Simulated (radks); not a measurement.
Task: All-electron atom: Cs+ in [Xe]. Calculated with a radial shooting solver on a logarithmic mesh with Libxc functionals: Dirac Kohn-Sham, BLYP, spin-unpolarised, spherical densities, point nucleus; speed of light set to 171.295 atomic units (1.25 times the physical value, a model run). Some entries of the table are withheld. Estimate them.

| orbital | occ. | eigenvalue (eV) | <r^2> (bohr^2) |
|---|---|---|---|
| 1s1/2 | 2 | -35196.62 | 0.0009598 |
| 2s1/2 | 2 | -5469.149 | 0.01541 |
| 2p1/2 | 2 | -5149.116 | 0.01142 |
| 2p3/2 | 4 | -4931.938 | 0.01224 |
| 3s1/2 | 2 | -1140.220 | 0.1057 |
| 3p1/2 | 2 | -1005.578 | 0.1004 |
| 3p3/2 | 4 | -964.0962 | 0.1054 |
| 3d3/2 | 4 | -722.2031 | 0.08761 |
| 3d5/2 | 6 | -713.0269 | 0.08905 |
| 4s1/2 | 2 | (1) | 0.5623 |
| 4p1/2 | 2 | (2) | 0.6103 |
| 4p3/2 | 4 | (3) | 0.6395 |
| 4d3/2 | 4 | -81.2122 | 0.8044 |
| 4d5/2 | 6 | -79.7433 | 0.8172 |
| 5s1/2 | 2 | -30.9277 | 3.509 |
| 5p1/2 | 2 | -19.1559 | 4.758 |
| 5p3/2 | 4 | -18.1336 | 5.042 |

Result: 
(1) 4s1/2 eigenvalue (eV): -218.5281
(2) 4p1/2 eigenvalue (eV): -170.1598
(3) 4p3/2 eigenvalue (eV): -161.6860
